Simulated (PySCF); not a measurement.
**Bond curve of HoH**

Set-up: Ho x2c-SVPall, H x2c-SVPall; spin-free X2C with a Gaussian nucleus (PySCF 2.14). Energies in eV from Ho (4f11 6s2) + H in their ground configurations at the same level. State: quintet, about 10.9 electrons in the 4f shell (Mulliken), real f orbitals that mix terms.

All columns are PBE0. A positive dipole means Ho(−)H(+).

| R (Å) | E (eV) | μ (D) | Mulliken charge on Ho (basis-dependent) | HOMO (eV) | LUMO (eV) | Mayer bond order | ⟨S²⟩ |
| --- | --- | --- | --- | --- | --- | --- | --- |
| 1.766 | -1.315 | -2.24 | 0.22 | -3.98 | -1.74 | 0.93 | 6.00 |
| 1.849 | -1.481 | -2.52 | 0.23 | -3.96 | -1.75 | 0.93 | 6.00 |
| 1.931 | -1.577 | -2.79 | 0.24 | -3.94 | -1.77 | 0.92 | 6.00 |
| 1.992 | -1.613 | -3.00 | 0.25 | -3.94 | -1.78 | 0.92 | 6.00 |
| 2.054 | -1.624 | -3.20 | 0.26 | -3.93 | -1.80 | 0.91 | 6.00 |
| 2.116 | -1.614 | -3.39 | 0.26 | -3.93 | -1.81 | 0.90 | 6.00 |
| 2.198 | -1.575 | -3.64 | 0.27 | -3.93 | -1.82 | 0.89 | 6.00 |
| 2.300 | -1.495 | -3.87 | 0.28 | -3.99 | -1.89 | 0.88 | 6.00 |
| 2.424 | -1.365 | -4.12 | 0.29 | -4.06 | -1.97 | 0.86 | 6.01 |
| 2.588 | -1.159 | -4.38 | 0.29 | -4.17 | -2.07 | 0.83 | 6.01 |

A fit through these points gives, at Re = 2.053 Å, μ = -3.20 D and dμ/dR = -3.19 D/Å; the reduced mass is 1.002 u.

Task: How strong is the fundamental in the double-harmonic approximation, I = 42.26·(dμ/dR)²/μred km/mol?

Result: I = 42.26·(-3.19)²/1.002 = 429 km/mol at PBE0.

These are scalar-relativistic numbers at best; spin–orbit coupling would shift them, the dissociation energy most. With d or f electrons several states lie close, and the lowest PBE0 determinant need not be the measured ground state.
